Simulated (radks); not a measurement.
Isoelectronic series with 16 electrons, each ion in its NIST ground configuration. Calculated with a radial shooting solver on a logarithmic mesh with Libxc functionals: Dirac Kohn-Sham, BLYP, spin-unpolarised, spherical densities, point nucleus; open shells fill j = l - 1/2 first. Total energies (hartree) and orbital eigenvalues (eV):

| ion | configuration | E (hartree) | 3p3/2 | 3p1/2 | 3s1/2 | 2p3/2 |
|---|---|---|---|---|---|---|
| S | [Ne] 3s2 3p4 | -399.23425 | -6.8266 | -6.9117 | -17.0995 | -156.1010 |
| K3+ | [Ne] 3s2 3p4 | -599.27539 | -54.4993 | -54.8310 | -72.1683 | -321.8605 |
| Ti6+ | [Ne] 3s2 3p4 | -842.40285 | -131.7250 | -132.5734 | -157.1607 | -551.8013 |
| Mn9+ | [Ne] 3s2 3p4 | -1128.83032 | -237.0917 | -238.8655 | -270.7675 | -844.0995 |
| Ni12+ | [Ne] 3s2 3p4 | -1458.90926 | -370.2176 | -373.4948 | -412.7888 | -1198.256 |
| Ga15+ | [Ne] 3s2 3p4 | -1833.07909 | -530.9797 | -536.5402 | -583.3194 | -1614.114 |
| Se18+ | [Ne] 3s2 3p4 | -2251.85691 | -719.3589 | -728.2191 | -782.5931 | -2091.655 |
| Rb21+ | [Ne] 3s2 3p4 | -2715.83686 | -935.3900 | -948.8399 | -1010.935 | -2630.938 |
| Zr24+ | [Ne] 3s2 3p4 | -3225.69286 | -1179.142 | -1198.785 | -1268.747 | -3232.069 |
| Tc27+ | [Ne] 3s2 3p4 | -3782.18356 | -1450.708 | -1478.506 | -1556.497 | -3895.190 |
| Pd30+ | [Ne] 3s2 3p4 | -4386.15858 | -1750.203 | -1788.523 | -1874.726 | -4620.473 |
| In33+ | [Ne] 3s2 3p4 | -5038.56630 | -2077.758 | -2129.425 | -2224.046 | -5408.119 |
| Te36+ | [Ne] 3s2 3p4 | -5740.46303 | -2433.522 | -2501.878 | -2605.145 | -6258.350 |
